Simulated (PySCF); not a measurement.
System: sum formula SiNHF$_{3}$, net charge -1, singlet state. It need not be the lowest isomer of its formula. Whether it binds its extra electron was not tested at this geometry. 
Geometry from a B3LYP-D3(BJ)/def2-TZVP (Ansatz) optimisation:
```
Si
N 1 1.6144
H 2 1.0113 1 118.62
F 1 1.6222 2 112.11 3 -180.00
F 1 1.6368 2 120.78 3 61.73
F 1 1.6368 2 120.78 3 -61.73
```
Charge -1, spin multiplicity 1.

Dispersion corrections to the total energy (kcal/mol) from the dftd3 and dftd4 libraries through PySCF: D3(BJ) without and D4 with the three-body term, each with the damping fitted for the functional named.

```tsv
functional	D3(BJ)	D4
revPBE	-5.48	-9.88
BLYP	-4.73	-6.87
PW6B95	-1.09	-2.81
PBE0	-1.85	-2.51
TPSSh	?	-3.70
HSE06	?	-2.32
B3LYP	?	-4.93
```

Q: Complete the blanks.

A: 
- TPSSh, D3(BJ): -2.48
- HSE06, D3(BJ): -1.38
- B3LYP, D3(BJ): -3.87
